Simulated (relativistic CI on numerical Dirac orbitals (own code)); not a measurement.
## Forbidden transitions in Mn V

Method of calculation: Dirac-Coulomb-Breit CI, KLI orbitals optimised for each configuration, a model potential for QED, valence Slater integrals scaled by 0.85, P86 correlation estimate, and configurations built on the next ion tied to the tabulated ionisation energy (semi-empirical) (own radial code, finite nucleus).

Configuration list (outside the closed core [Ne]): 3s²3p⁶3d³, 3s²3p⁶3d²4s, 3s²3p⁶3d²4p, 3s²3p⁶3d²4d, 3s²3p⁶3d²5s, 3s²3p⁶3d²4f, 3s²3p⁵3d⁴, 3s²3p⁴3d⁵, 3s²3p⁶3d²5p, 3s²3p⁶3d4s², 3s²3p⁶3d²5d, 3s3p⁶3d⁴, 3s²3p⁶3d4s4p, 3s²3p⁶3d²5f, 3s²3p⁶3d²5g, 3s²3p⁶3d4p², 3s²3p⁶3d4s4d, 3s²3p⁵3d³4s, 3s²3p⁶3d4p4d. Levels of other configurations are missing.

```
λ vac (nm)                 Lower                   Upper  Type   A (s⁻¹)  E lower (cm⁻¹)  E upper (cm⁻¹)
    54.911   3s²3p⁶3d³ ⁴F3/2 [1]  3s²3p⁶3d²4s ⁴F3/2 [20]    E2  8.74e+03             0.0        182114.3
    55.015   3s²3p⁶3d³ ⁴F5/2 [2]  3s²3p⁶3d²4s ⁴F3/2 [20]    E2  8.37e+03           345.3        182114.3
    257.55   3s²3p⁶3d³ ⁴F3/2 [1]    3s²3p⁶3d³ ²F5/2 [17]    M1  8.32e-02             0.0         38827.4
    259.86   3s²3p⁶3d³ ⁴F5/2 [2]    3s²3p⁶3d³ ²F5/2 [17]    M1  1.25e-02           345.3         38827.4
    261.72   3s²3p⁶3d³ ⁴F5/2 [2]    3s²3p⁶3d³ ²F7/2 [16]    M1  3.75e-02           345.3         38554.4
    263.00   3s²3p⁶3d³ ⁴F7/2 [3]    3s²3p⁶3d³ ²F5/2 [17]    M1  1.50e-02           805.2         38827.4
    267.05  3s²3p⁶3d³ ²P3/2 [10]    3s²3p⁶3d³ ²D3/2 [19]    E2  1.21e+00         20864.0         58309.9
    267.88  3s²3p⁶3d³ ²P1/2 [11]    3s²3p⁶3d³ ²D3/2 [19]    E2  8.63e-01         20980.3         58309.9
    268.87   3s²3p⁶3d³ ⁴F9/2 [4]    3s²3p⁶3d³ ²F7/2 [16]    M1  9.66e-02          1362.0         38554.4
    269.00  3s²3p⁶3d³ ²P3/2 [10]    3s²3p⁶3d³ ²D5/2 [18]    E2  5.40e-01         20864.0         58039.1
    269.84  3s²3p⁶3d³ ²P1/2 [11]    3s²3p⁶3d³ ²D5/2 [18]    E2  3.55e-01         20980.3         58039.1
    279.97  3s²3p⁶3d³ ²D5/2 [13]    3s²3p⁶3d³ ²D3/2 [19]    M1  3.00e-01         22591.4         58309.9
    281.90  3s²3p⁶3d³ ²D3/2 [12]    3s²3p⁶3d³ ²D5/2 [18]    E2  7.55e-01         22565.9         58039.1
    282.11  3s²3p⁶3d³ ²D5/2 [13]    3s²3p⁶3d³ ²D5/2 [18]    E2  3.22e-01         22591.4         58039.1
    463.61   3s²3p⁶3d³ ²G7/2 [8]    3s²3p⁶3d³ ²F5/2 [17]    M1  5.34e-02         17257.5         38827.4
    463.61   3s²3p⁶3d³ ²G7/2 [8]    3s²3p⁶3d³ ²F5/2 [17]    E2  7.32e-02         17257.5         38827.4
    469.55   3s²3p⁶3d³ ²G7/2 [8]    3s²3p⁶3d³ ²F7/2 [16]    M1  9.13e-02         17257.5         38554.4
    480.74   3s²3p⁶3d³ ²G9/2 [9]    3s²3p⁶3d³ ²F7/2 [16]    M1  4.35e-02         17753.2         38554.4
    480.74   3s²3p⁶3d³ ²G9/2 [9]    3s²3p⁶3d³ ²F7/2 [16]    E2  6.38e-02         17753.2         38554.4
    560.32  3s²3p⁶3d³ ²P1/2 [11]    3s²3p⁶3d³ ²F5/2 [17]    E2  1.44e-02         20980.3         38827.4
    565.28  3s²3p⁶3d³ ²P3/2 [10]    3s²3p⁶3d³ ²F7/2 [16]    E2  2.01e-02         20864.0         38554.4
    590.04   3s²3p⁶3d³ ⁴F7/2 [3]     3s²3p⁶3d³ ²G9/2 [9]    M1  9.00e-02           805.2         17753.2
    591.29   3s²3p⁶3d³ ⁴F5/2 [2]     3s²3p⁶3d³ ²G7/2 [8]    M1  8.66e-02           345.3         17257.5
    607.82   3s²3p⁶3d³ ⁴F7/2 [3]     3s²3p⁶3d³ ²G7/2 [8]    M1  9.55e-02           805.2         17257.5
    610.09   3s²3p⁶3d³ ⁴F9/2 [4]     3s²3p⁶3d³ ²G9/2 [9]    M1  2.31e-01          1362.0         17753.2
    614.95  3s²3p⁶3d³ ²D3/2 [12]    3s²3p⁶3d³ ²F5/2 [17]    E2  2.12e-02         22565.9         38827.4
    615.92  3s²3p⁶3d³ ²D5/2 [13]    3s²3p⁶3d³ ²F5/2 [17]    M1  1.58e-02         22591.4         38827.4
    626.45  3s²3p⁶3d³ ²D5/2 [13]    3s²3p⁶3d³ ²F7/2 [16]    E2  2.38e-02         22591.4         38554.4
    629.11   3s²3p⁶3d³ ⁴F9/2 [4]     3s²3p⁶3d³ ²G7/2 [8]    M1  5.05e-03          1362.0         17257.5
    637.15   3s²3p⁶3d³ ⁴F5/2 [2]     3s²3p⁶3d³ ⁴P5/2 [7]    E2  2.94e-03           345.3         16040.0
    641.64   3s²3p⁶3d³ ⁴F3/2 [1]     3s²3p⁶3d³ ⁴P3/2 [6]    E2  6.63e-03             0.0         15585.2
    647.63   3s²3p⁶3d³ ⁴F3/2 [1]     3s²3p⁶3d³ ⁴P1/2 [5]    E2  3.18e-02             0.0         15441.0
    656.17   3s²3p⁶3d³ ⁴F5/2 [2]     3s²3p⁶3d³ ⁴P3/2 [6]    E2  1.80e-02           345.3         15585.2
    656.39   3s²3p⁶3d³ ⁴F7/2 [3]     3s²3p⁶3d³ ⁴P5/2 [7]    E2  1.13e-02           805.2         16040.0
    662.44   3s²3p⁶3d³ ⁴F5/2 [2]     3s²3p⁶3d³ ⁴P1/2 [5]    E2  1.88e-02           345.3         15441.0
    676.59   3s²3p⁶3d³ ⁴F7/2 [3]     3s²3p⁶3d³ ⁴P3/2 [6]    E2  2.16e-02           805.2         15585.2
    681.29   3s²3p⁶3d³ ⁴F9/2 [4]     3s²3p⁶3d³ ⁴P5/2 [7]    E2  2.94e-02          1362.0         16040.0
    1347.1   3s²3p⁶3d³ ²G7/2 [8]    3s²3p⁶3d³ ²H9/2 [14]    M1  4.72e-02         17257.5         24681.2
    1373.5   3s²3p⁶3d³ ²G9/2 [9]   3s²3p⁶3d³ ²H11/2 [15]    M1  4.56e-02         17753.2         25033.7
    1443.4   3s²3p⁶3d³ ²G9/2 [9]    3s²3p⁶3d³ ²H9/2 [14]    M1  8.69e-02         17753.2         24681.2
    5789.0  3s²3p⁶3d³ ²P3/2 [10]    3s²3p⁶3d³ ²D5/2 [13]    M1  1.97e-02         20864.0         22591.4
    5875.6  3s²3p⁶3d³ ²P3/2 [10]    3s²3p⁶3d³ ²D3/2 [12]    M1  3.28e-02         20864.0         22565.9
    6306.7  3s²3p⁶3d³ ²P1/2 [11]    3s²3p⁶3d³ ²D3/2 [12]    M1  1.25e-02         20980.3         22565.9
   17958.6   3s²3p⁶3d³ ⁴F7/2 [3]     3s²3p⁶3d³ ⁴F9/2 [4]    M1  4.65e-03           805.2          1362.0
   21742.0   3s²3p⁶3d³ ⁴F5/2 [2]     3s²3p⁶3d³ ⁴F7/2 [3]    M1  4.21e-03           345.3           805.2
```

Terms are leading LS components. Brackets give the number of a level in order of energy, since labels repeat. The list gives strong lines, with weight on those to low levels, without configurations that were not tied to measured data, among the lowest 300 of 1677 levels, so that lines to higher ones, which can be the strongest, are missing, and without 22 lines that miss the measured interval by over 7 %, start from a term whose rates miss tabulated ones by over 60 %, have gauges far apart or, lacking measured levels, span too small a gap for the errors found; lines with a level outside our table were not tested and can miss by more. Levels whose partners in the same complex of configurations lie outside the list can be far off, and so can their lines. Rates are taken at the computed energies, electric ones in the length gauge.

Configurations that consist of the next ion and one excited electron were tied to the tabulated ionisation energy; Rydberg ones are usually within 1,000 to 3,000 cm⁻¹ and the lowest ones within about 6,000 (9,000 in d shells), while levels on excited terms of the next ion carry the error of that term, and the other configurations can be misplaced by 10,000 cm⁻¹ or more. Rates follow the energies as ν³ (E1, M1) or ν⁵ (E2), so rates, branching and lifetimes can be off by large factors. 67 of the 67 excited levels that our extract of the measured tables holds in this range could be paired (the sources list more); they are missed by 3029 cm⁻¹ on average and 5169 at most, and levels without a partner can miss by more.
